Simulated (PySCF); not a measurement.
Breaking a bond: AlN, triplet.

Methods: UKS-PBE0 = unrestricted PBE0/6-31G (PySCF); UMP2/3-21G = PySCF 2.14.0 with unrestricted MP2 (frozen core)/3-21G; UKS-B3LYP/6-31G* = unrestricted B3LYP/6-31G*, spherical d (PySCF 2.14.0); UCCSD(T) = CCSD(T) on UHF/6-31G, 6 core orbitals frozen (PySCF 2.14.0).

Energies relative to the lowest point of each curve near equilibrium, in eV:

```csv
R / Å,UKS-PBE0,UMP2/3-21G,UKS-B3LYP/6-31G*
1.45,3.030,3.495,2.305
1.52,1.867,2.250,1.287
1.60,0.996,1.355,0.566
1.67,0.525,0.914,0.212
1.75,0.224,0.495,0.028
1.79,0.144,0.331,0.000
1.86,0.087,0.125,0.014
1.88,0.077,0.084,0.014
1.95,0.010,0.000,0.001
2.09,0.000,0.067,0.113
2.24,0.165,0.348,0.368
2.39,0.416,1.159,0.678
```

**Question.** What does UCCSD(T) give at the same points?

**Answer.** 1.45: 3.306; 1.52: 2.080; 1.60: 1.145; 1.67: 0.627; 1.75: 0.693; 1.79: 0.482; 1.86: 0.222; 1.88: 0.170; 1.95: 0.044; 2.09: 0.000; 2.24: 0.128; 2.39: 0.336 (eV).

The scan ran from 1.45 to 7.10 Å; beyond the distances shown one of the unrestricted levels run for this scan, shown here or not, changes its spin distribution in one step. The unrestricted determinant behind UMP2/3-21G is spin-contaminated at 1.67 to 1.79, 2.24 to 2.39 Å (<S²> up to 2.9, against 2.00 for a pure triplet). The unrestricted determinant behind UCCSD(T) is spin-contaminated at 1.67 to 1.79, 2.24 to 2.39 Å (<S²> up to 2.3, against 2.00 for a pure triplet).
